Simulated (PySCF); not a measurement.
SMILES COc1cccs1 at its GFN2-xTB optimised geometry (Å):

```
13

C     -2.3359    -1.6195    -0.0019
O     -0.9442    -1.8292     0.0002
C     -0.1650    -0.7326     0.0000
C      1.1971    -0.7326     0.0000
C      1.7360     0.5743     0.0000
C      0.7913     1.5433    -0.0002
S     -0.8051     0.8871    -0.0003
H     -2.6495    -1.0656    -0.8933
H     -2.7921    -2.6073    -0.0021
H     -2.6521    -1.0646     0.8878
H      1.7811    -1.6332     0.0001
H      2.7921     0.7760     0.0002
H      0.9123     2.6073    -0.0001
```

Calculation: B3LYP/def2-TZVP (PySCF 2.14.0). Cells within 0.4 Å of a nucleus heavier than hydrogen are left out (blank, or x).

Map of the log10 of the electron density (e/bohr³), floored at −4 on the plane z = 0.0 Å:

```
|0000000000000000000000000|
|0000000000000000000000000|
|0000000000000111000000000|
|0000000000002333210000000|
|0000000000123555420000000|
|0000000122235787531000000|
|0000001334456898642100000|
|0000013456667898754321000|
|0000024578888xx9766543100|
|0000124689x999x9988764200|
|0000124689xx8889x99974200|
|0000234678998789xx9864200|
|0002344567898789987653100|
|001346666789x99x976432000|
|00246787778xx9xx975420000|
|0024689989999889986420000|
|002468xx9xx97678986410000|
|003579999xx97556775310000|
|0035799878986444543200000|
|0024688656654322322000000|
|0013555434432100100000000|
|0002333321110000000000000|
|0000111100000000000000000|
|0000000000000000000000000|
|0000000000000000000000000|
```
Scale: ten equal steps from -4.00 (start of '0') to -0.413 (end of '9'), in the order '0123456789'; x runs from -5.00 to 5.00, y from -5.00 (bottom) to 5.00 (top).
